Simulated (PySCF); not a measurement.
Zn(NH2)(SMe) (CH5NSZn), SMILES C[S][Zn][NH2]. Atoms are numbered in the order given.

```xyz
9

Zn    -0.0926    -0.6712     0.0000
N      0.2960    -2.4380     0.0000
H      0.6578    -2.9050     0.8257
H      0.6578    -2.9050    -0.8257
S     -0.6602     1.4166     0.0000
C      0.9942     2.1976     0.0000
H      1.5751     1.9381     0.8971
H      0.8390     3.2862     0.0000
H      1.5751     1.9381    -0.8971
```
Charge 0, spin multiplicity 1.

Coordinates come from a ωB97X-D3(BJ)/def2-SVP optimisation. The structure was generated by enumeration; whether it is a known compound was not checked. The values are those of a single conformer.

Calculation: B3LYP/pcSseg-1 in PySCF.

GIAO shieldings, no solvent; atoms alike by connectivity are averaged. δ = σ(ref) − σ: ¹⁵N against NH3 (σ = 265.5 ppm); ¹H against TMS (σ = 31.68 ppm); ³³S against H2S (σ = 695.8 ppm); ¹³C against TMS (σ = 181.3 ppm), references at their B3LYP-D3(BJ)/def2-TZVP geometries, non-relativistic.

```csv
atoms,nucleus,count,δ (ppm)
N2,¹⁵N,1,-6.9
"H7, H8, H9",¹H,3,2.27
"H3, H4",¹H,2,0.02
S5,³³S,1,(withheld)
C6,¹³C,1,(withheld)
```

Problem. Some entries are withheld; supply them. (The exact figures need the calculation; the answer reports its results.)

Solution. 
- S5, δ (ppm): 7.1
- C6, δ (ppm): 13.9
